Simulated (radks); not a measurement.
Problem. The mean radii <r> (bohr) of the occupied orbitals of an atom or ion are listed with their occupations. All-electron calculation, Dirac Kohn-Sham, OLYP, spin-unpolarised, spherical densities, finite nucleus; Fermi nuclear charge, rms radius of each element as measured or else 0.836 A^(1/3) + 0.57 fm. Program: a radial shooting solver on a logarithmic mesh with Libxc functionals.

| orbital | occ. | <r> |
|---|---|---|
| 1s1/2 | 2 | 0.1202 |
| 2s1/2 | 2 | 0.6237 |
| 2p1/2 | 2 | 0.5992 |
| 2p3/2 | 4 | 0.6014 |
| 3s1/2 | 2 | 2.397 |

Name the element and its charge. Open shells, if any, fill j = l - 1/2 first.

Solution. Z = 13, aluminium, charge +1: Al+ in [Ne] 3s2. The 1s radius gives Z: for a bare nucleus <r> = (2 gamma + 1)/(2Z) with gamma = sqrt(1 - (Z/c)^2), 0.115 bohr for Z = 13, and screening makes it slightly larger (0.1202 here). The occupations add up to 12, and the charge is Z minus that.
